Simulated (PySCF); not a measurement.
SMILES COCCB(O)O (C3H9BO3), GFN2-xTB optimised geometry.

```
16

C      1.83    -0.59     0.00
O      0.43    -0.59     0.00
C     -0.13     0.72     0.00
C     -1.65     0.62    -0.01
B     -2.23    -0.19    -1.28
O     -1.58    -1.25    -1.82
O     -3.41     0.19    -1.81
H      2.23    -0.09    -0.89
H      2.23    -0.08     0.89
H      2.15    -1.63     0.01
H      0.23     1.27    -0.89
H      0.22     1.26     0.89
H     -1.97     0.11     0.90
H     -2.07     1.63     0.02
H     -0.75    -1.44    -1.37
H     -3.70    -0.36    -2.54
```

Density from CAM-B3LYP/def2-TZVP (PySCF) at that geometry.

Minimum of the electron density along straight lines between bonded atoms, close to the bond critical point (lines longer than 1.1 times the sum of covalent radii, or with two minima, are not listed):

```tsv
bond	length / Å	ρ at the minimum / e bohr⁻³	∇²ρ there / e bohr⁻⁵	position (fraction from the first atom)
C1–O2	1.404	0.268	-0.61	0.35
O2–C3	1.418	0.260	-0.58	0.64
C3–C4	1.528	0.249	-0.63	0.52
C4–B5	1.609	___	___	0.67
B5–O6	1.354	0.216	0.94	0.33
B5–O7	1.351	0.216	0.97	0.33
C1–H8	1.097	0.281	-0.99	0.65
C1–H9	1.097	0.282	-0.99	0.65
C1–H10	1.088	0.288	-1.04	0.65
C3–H11	1.101	0.281	-0.98	0.64
C3–H12	1.101	0.281	-0.99	0.65
C4–H13	1.092	0.274	-0.92	0.64
C4–H14	1.089	0.277	-0.94	0.64
O6–H15	0.962	0.354	-2.47	0.82
O7–H16	0.958	0.360	-2.48	0.81
```

Problem. What belongs in the gaps?

Solution. 
- C4–B5, ρ at the minimum / e bohr⁻³: 0.182
- C4–B5, ∇²ρ there / e bohr⁻⁵: -0.40
